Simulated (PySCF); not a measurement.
# Ti²⁺: ionisation energy

Ti²⁺ [Ar] 3d2 (3F) → Ti³⁺ [Ar] 3d1 (2D), as a difference of total energies. Computed with PySCF 2.14 in cc-pVTZ, with the non-relativistic Hamiltonian (point nucleus). Correlated levels: valence: [Ar] frozen. The calculations carry no spin-orbit coupling.

```
           method  ionisation energy (eV)
              UHF                  26.768
              LDA                  28.183
            B3LYP                  28.138
    MP2 (valence)                  26.890
SCS-MP2 (valence)                  26.808
```

Task: How much does correlation contribute at MP2 (valence)?

Result: 26.890 − (26.768) = 0.122 eV, measured against UHF.

These non-relativistic numbers lack the scalar-relativistic shift.

The reference lies between the lowest fine-structure levels, while these numbers refer to the centres of the terms.

Errors of the correlated levels include the incompleteness of this basis and the frozen core.

For comparison: 27.492 eV (measured; NIST Atomic Spectra Database, ionization energies).
